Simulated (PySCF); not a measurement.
## A series of derivatives of C[SiH2]c1ccco1

Parent skeleton `[CH3:1][SiH2:2][c:3]1[cH:4][cH:5][cH:6][o:7]1`; one hydrogen on atom 6 is replaced by X. Hydrogens on one atom are averaged.

[PySCF: NMR shieldings at PBE0/pcSseg-1/GIAO; geometry from GFN2-xTB; equivalent nuclei averaged; a single conformation; gas phase; non-relativistic]

References, each an isolated molecule treated in the same way: 13C (186.93 ppm), 29Si (349.16 ppm), 1H (31.72 ppm) vs TMS; 17O (336.08 ppm) vs H2O.

Question: Give δ (ppm) for X = C(S)CH3, CH2NH2, NMe2.

Answer: 
```
      X                  SMILES    C1    Si2     C3     C4     C5     C6     O7  H(C1)  H(Si2)
C(S)CH3  C[SiH2]c1ccc(C(C)=S)o1  -6.1  -56.0  165.0  132.2  128.4  170.8  313.0   0.47    4.71
 CH2NH2      C[SiH2]c1ccc(CN)o1  -9.3  -60.0  154.0  129.8  111.8  173.5  324.1   0.37    4.74
   NMe2   C[SiH2]c1ccc(N(C)C)o1  -9.7  -61.9  143.1  131.9   88.5  170.5  287.8   0.31    4.77
```

Question: Which position responds most, and to which substituents?

Answer: C5: from 88.5 ppm with NMe2 to 128.4 ppm with C(S)CH3.

Unscaled 17O shifts of doubly bonded oxygen tend to come out too high, by tens of ppm or more. Experimental scales use liquid or dissolved standards, which lie at an offset from isolated H2O (liquid H2O: subtract about 36 ppm).
